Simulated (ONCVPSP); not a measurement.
PBEsol ONCV dataset for Sc, scalar-relativistic all-electron reference.

```
Element                 : Sc (Z = 21)
Generator               : ONCVPSP 4.0.1
Type                    : optimised norm-conserving Vanderbilt (ONCV)
Functional              : PBEsol
Relativity              : scalar-relativistic
Frozen core             : [Ar]
Valence charge          : 3
Reference configuration : 3d1 4s1.5 4p0.5
Partial waves           : 4s: rc 2.80 bohr, ncon 4, nbas 7, qcut 2.7 1/bohr, 2 projectors, debl 3.3 Ha; 4p: rc 4.00 bohr, ncon 4, nbas 8, qcut 2.4 1/bohr, 2 projectors, debl 2.8 Ha; 3d: rc 2.25 bohr, ncon 4, nbas 9, qcut 5.8 1/bohr, 2 projectors, debl 3.1 Ha; f scattering state at 0.39 Ha: rc 3.70 bohr, ncon 4, nbas 7, qcut 2.6 1/bohr, 1 projector
Local potential         : polynomial inside 1.80 bohr (lpopt 5, dvloc0 6 Ha)
Core correction         : Teter function, fcfact 4.75, rcfact 1.15
```

All-electron outer shells of the reference configuration (PBEsol, scalar-relativistic, ld1.x):

| shell | level (eV) | outermost node (bohr) | outermost maximum (bohr) |
| --- | --- | --- | --- |
| 3s | -55.53 | 0.42 | 0.92 |
| 3p | -34.20 | 0.39 | 0.97 |
| 4s | -4.55 | 1.33 | 3.10 |
| 3d | -3.82 | – | 1.10 |
| 4p | -1.76 | 1.49 | 3.98 |

Results:

```
Cutoffs needed             : 15 Ha and 18 Ha (the cutoffs (Ha) at which the residual kinetic energy of the hardest occupied pseudo-wave falls to 1 and 0.1 mHa per electron) The cutoffs count occupied waves only; projector 2 of the d channel, the hardest unoccupied one, needs 51 Ha at the loose tolerance.
Ghost test                 : no bound ghost flagged; no localised positive-energy state flagged
Largest excitation error   : +79 meV (all-electron minus pseudo) for 3d1 4s0 4p0, out of 4 test configurations
rms error of d²Exc/dni dnj : 23.53 mHa without and 14.56 mHa with the model core
```

Generation and tests took about 4.7 s on one core of a shared server CPU.
